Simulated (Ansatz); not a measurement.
System: sum formula AlNH2F2 (charge 0, singlet). 
Structure (B3LYP-D3(BJ)/def2-TZVP (Ansatz, an electronic-structure program) minimum search):
```
Al
F 1 1.6453
F 1 1.6453 2 118.59
N 1 1.7487 2 120.70 3 -180.00
H 4 1.0070 1 124.49 2 0.00
H 4 1.0070 5 111.03 1 180.00
```
Charge 0, spin multiplicity 1.

Computed values are from Ansatz. Correlated levels leave the core frozen unless marked. Open shells are spin-unrestricted. No spin-orbit coupling. No relativistic terms. CBS marks a two-point X^-3 extrapolation of the correlation energy; Hartree-Fock from the larger set (for Q and 5 zeta extrapolated as (X+1)exp(-9√X)).

Task: What is the total energy at CCSD(T)/CBS(cc-pV(Q+d)Z,cc-pV(5+d)Z)?

Result: -497.7089 Eh.

Task: What is the vertical ionisation energy (to the doublet) at CCSD(T)/CBS(aug-cc-pV(T+d)Z,aug-cc-pV(Q+d)Z)?

Result: 10.87 eV.

Task: What is the atomisation energy De at CCSD(T)/CBS(cc-pV(Q+d)Z,cc-pV(5+d)Z)?

Result: 2374.0 kJ/mol.

Task: What is the dipole moment at CCSD(T)/aug-cc-pV(D+d)Z?

Result: 2.52 D.

Task: What is the vertical triplet-singlet gap at CCSD(T)/CBS(aug-cc-pV(T+d)Z,aug-cc-pV(Q+d)Z)?

Result: 5.73 eV.
